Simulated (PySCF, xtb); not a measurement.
Be₂H₂, SMILES [BeH][BeH].

GFN2-xTB (xtb) at its own geometry gives an orbital gap of 3.35 eV and a dipole moment of 1.25 D.

Geometry optimised at PBE0-D3(BJ)/def2-TZVPD.

### Question
What does ωB97X/def2-TZVPD run with PySCF give? (The exact figures need the calculation; the answer reports its results.)

### Answer
gap 9.40 eV (levels -9.41 and 0.00 eV), dipole 0.00 D.
